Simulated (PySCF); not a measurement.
From one molecule to another.

First species: C₄H₁₀FNSi.
InChI=1S/C4H10FNSi/c1-6(7-5)4-2-3-4/h4H,2-3,7H2,1H3

Second species: C6H10FP.
InChI=1S/C6H10FP/c1-5-3-8(2)4-6(5)7/h3-4H2,1-2H3

Levels: CAM-B3LYP/def2-SVPD for HOMO energy, LUMO energy, HOMO–LUMO gap and static isotropic polarisability; TDDFT CAM-B3LYP/def2-SVPD for lowest singlet excitation; TDA CAM-B3LYP/def2-SVPD for lowest triplet excitation (Tamm–Dancoff). Geometries: GFN2-xTB. Each species is one conformer at its optimised geometry, gas phase, non-relativistic unless stated. Electronic properties by PySCF.

The conformers computed, where there is a choice (atom-mapped SMILES and torsion angles):
- `[CH3:1][N:2]([SiH2:3][F:4])[CH:5]1[CH2:6][CH2:7]1`: C1–N2–Si3–F4 -27°, C1–N2–C5–C6 -156°

The conformers of `CC1=C(F)CP(C)C1` aren't listed.

Values for the first species:

```
HOMO energy                              : -7.81 eV
LUMO energy                              : 1.11 eV
HOMO–LUMO gap                            : 8.92 eV
Lowest singlet excitation                : 5.73 eV
Lowest triplet excitation (Tamm–Dancoff) : 5.55 eV
Static isotropic polarisability          : 76.8 au
```

Estimate the same properties for the second species, and the change in each.

```
                                property     first    second  second less first
                             HOMO energy  -7.81 eV  -8.08 eV           -0.27 eV
                             LUMO energy   1.11 eV   1.23 eV           +0.12 eV
                           HOMO–LUMO gap   8.92 eV   9.31 eV           +0.39 eV
               lowest singlet excitation   5.73 eV   6.29 eV           +0.56 eV
lowest triplet excitation (Tamm–Dancoff)   5.55 eV   4.39 eV           -1.16 eV
         static isotropic polarisability   76.8 au   93.2 au           +16.4 au
```

On the first: The principal polarisabilities are 68.7, 79.3 and 82.5 au; their mean is the isotropic value. No computed singlet falls in the visible range (750 to 380 nm, 1.65 to 3.26 eV); S1 lies 2.47 eV above its blue end.

On the second: The 8 singlets span 6.29 to 7.24 eV, and their oscillator strengths add up to 0.40. S1 lies 3.02 eV below the HOMO–LUMO gap; its leading configuration is HOMO→LUMO+1, weight 0.79.
